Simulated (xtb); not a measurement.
H$_{3}$B, charge -1, doublet, from a rough starting geometry (a state made from the parent by changing its charge; the spin is typed, not shown lowest); GFN2-xTB run with xtb.

Here is a job for xtb.
```
$ xtb mol.xyz --gfn 2 --chrg -1 --uhf 1 --opt vtight --json

# file mol.xyz
4

B      0.02847940     0.05827872     0.01197576
H     -1.10004150    -0.05355543    -0.24480267
H      0.43481095    -0.58350645     0.94652054
H      0.70825692     0.62261656    -0.66956659
```

Task: Predict the main parts of the log of this xtb run.

Result: 
```
   ID    Z sym.   atoms
    1    5 B      1
    2    1 H      2-4

           -------------------------------------------------
          |                Calculation Setup                |
           -------------------------------------------------

           -------------------------------------------------
          |                 G F N 2 - x T B                 |
           -------------------------------------------------

          ...................................................
          :                      SETUP                      :
          :.................................................:
          :  # basis functions                   7          :
          :  # atomic orbitals                   7          :
          :  # shells                            5          :
          :  # electrons                         7          :
          :  max. iterations                   250          :
          :  Hamiltonian                  GFN2-xTB          :
          :  restarted?                      false          :
          :  GBSA solvation                  false          :
          :  PC potential                    false          :
          :  electronic temp.          300.0000000     K    :
          :  accuracy                    1.0000000          :
          :  -> integral cutoff          0.2500000E+02      :
          :  -> integral neglect         0.1000000E-07      :
          :  -> SCF convergence          0.1000000E-05 Eh   :
          :  -> wf. convergence          0.1000000E-03 e    :
          :  Broyden damping             0.4000000          :
          :  net charge                         -1          :
          :  unpaired electrons                  1          :
          ...................................................

 iter      E             dE          RMSdq      gap      omega  full diag
   1     -2.7009147 -0.270091E+01  0.123E+01   12.41       0.0  T
   2     -2.8195883 -0.118674E+00  0.704E+00   13.29       1.0  T
   3     -2.8485726 -0.289843E-01  0.320E+00   13.33       1.0  T
   4     -2.8459445  0.262804E-02  0.120E+00   13.00       1.0  T
   5     -2.8486848 -0.274028E-02  0.538E-01   13.02       1.0  T
   6     -2.8495257 -0.840878E-03  0.124E-01   13.00       1.0  T
   7     -2.8495423 -0.165818E-04  0.267E-02   13.01       1.9  T
   8     -2.8495436 -0.136357E-05  0.142E-02   13.01       3.5  T
   9     -2.8495440 -0.380675E-06  0.199E-03   13.01      25.2  T
  10     -2.8495440 -0.983226E-08  0.886E-04   13.01      56.4  T
  11     -2.8495440 -0.244748E-08  0.386E-05   13.01    1295.7  T

   *** convergence criteria satisfied after 11 iterations ***

         :::::::::::::::::::::::::::::::::::::::::::::::::::::
         ::                     SUMMARY                     ::
         :::::::::::::::::::::::::::::::::::::::::::::::::::::
         :: total energy              -2.810122035145 Eh    ::
         :: gradient norm              0.072020291990 Eh/a0 ::
         :: HOMO-LUMO gap             13.009283321882 eV    ::
         ::.................................................::
         :: SCC energy                -2.849544004005 Eh    ::
         :: -> isotropic ES            0.201221203717 Eh    ::
         :: -> anisotropic ES          0.008766327416 Eh    ::
         :: -> anisotropic XC          0.001802783914 Eh    ::
         :: -> dispersion             -0.002592251749 Eh    ::
         :: repulsion energy           0.039421968860 Eh    ::
         :: add. restraining           0.000000000000 Eh    ::
         :: total charge              -1.000000000000 e     ::
         :::::::::::::::::::::::::::::::::::::::::::::::::::::

      -----------------------------------------------------------
     |                   =====================                   |
     |                        A N C O P T                        |
     |                   =====================                   |
[...]
 * total energy  :    -2.8101220 Eh     change       -0.4698464E-11 Eh
 * total energy  :    -2.8185558 Eh     change       -0.8433781E-02 Eh
 * total energy  :    -2.8027648 Eh     change        0.1579098E-01 Eh
 * total energy  :    -2.8221908 Eh     change       -0.1942599E-01 Eh
 * total energy  :    -2.8225127 Eh     change       -0.3218873E-03 Eh
 * total energy  :    -2.8226180 Eh     change       -0.1052732E-03 Eh
 * total energy  :    -2.8226681 Eh     change       -0.5014094E-04 Eh
 * total energy  :    -2.8226744 Eh     change       -0.6260437E-05 Eh
 * total energy  :    -2.8226759 Eh     change       -0.1499358E-05 Eh
 * total energy  :    -2.8226760 Eh     change       -0.1010520E-06 Eh
 * total energy  :    -2.8226760 Eh     change       -0.4288744E-07 Eh
   *** GEOMETRY OPTIMIZATION CONVERGED AFTER 11 ITERATIONS ***
[...]
         :::::::::::::::::::::::::::::::::::::::::::::::::::::
         :: total energy              -2.822676027570 Eh    ::
         :: gradient norm              0.000015319682 Eh/a0 ::
         :: HOMO-LUMO gap             11.310249909929 eV    ::
         ::.................................................::
         :: SCC energy                -2.840262628120 Eh    ::
         :: -> isotropic ES            0.181210612464 Eh    ::
         :: -> anisotropic ES          0.009398625264 Eh    ::
         :: -> anisotropic XC          0.002535547055 Eh    ::
         :: -> dispersion             -0.002950670432 Eh    ::
         :: repulsion energy           0.017586600551 Eh    ::
         :: add. restraining           0.000000000000 Eh    ::
         :: total charge              -1.000000000000 e     ::
         :::::::::::::::::::::::::::::::::::::::::::::::::::::

           -------------------------------------------------
          |                Property Printout                |
           -------------------------------------------------

    * Orbital Energies and Occupations

         #    Occupation            Energy/Eh            Energy/eV
      -------------------------------------------------------------
         1        2.0000           -0.1936281              -5.2689
         2        2.0000           -0.1265434              -3.4434
         3        2.0000           -0.1265404              -3.4433
         4        1.0000            0.0725593               1.9744 (HOMO)
         5                          0.4882033              13.2847 (LUMO)
         6                          0.4882617              13.2863
         7                          0.5680657              15.4579
      -------------------------------------------------------------
                  HL-Gap            0.4156440 Eh           11.3102 eV
             Fermi-level            0.1266954 Eh            3.4476 eV

     #   Z          covCN         q      C6AA      α(0)
     1   5 B        2.664     0.101    20.074     7.540
     2   1 H        0.888    -0.367    38.562     9.719
     3   1 H        0.888    -0.367    38.573     9.720
     4   1 H        0.888    -0.367    38.572     9.720

 Mol. C6AA /au·bohr⁶  :        533.859936
 Mol. C8AA /au·bohr⁸  :       8653.807787
 Mol. α(0) /au        :         36.699349

Wiberg/Mayer (AO) data.
largest (>0.10) Wiberg bond orders for each atom

 ---------------------------------------------------------------------------
     #   Z sym  total        # sym  WBO       # sym  WBO       # sym  WBO
 ---------------------------------------------------------------------------
     1   5 B    2.578 --     2 H    0.859     4 H    0.859     3 H    0.859
     2   1 H    0.865 --     1 B    0.859
     3   1 H    0.865 --     1 B    0.859
     4   1 H    0.865 --     1 B    0.859
 ---------------------------------------------------------------------------

Topologies differ in total number of bonds
Writing topology from bond orders to xtbtopo.mol

molecular dipole:
                 x           y           z       tot (Debye)
 q only:       -0.074       0.179       0.120
   full:       -0.019      -0.095      -0.074       0.310
molecular quadrupole (traceless):
                xx          xy          yy          xz          yz          zz
 q only:       -1.302      -0.548       1.339      -0.388       1.942      -0.037
  q+dip:       -0.883      -0.386       0.912      -0.273       1.321      -0.029
   full:       -0.937      -0.409       0.968      -0.289       1.402      -0.030

optimized geometry written to: xtbopt.xyz

           -------------------------------------------------
          | TOTAL ENERGY               -2.822676027570 Eh   |
          | GRADIENT NORM               0.000015319682 Eh/α |
          | HOMO-LUMO GAP              11.310249909929 eV   |
           -------------------------------------------------

normal termination of xtb
```
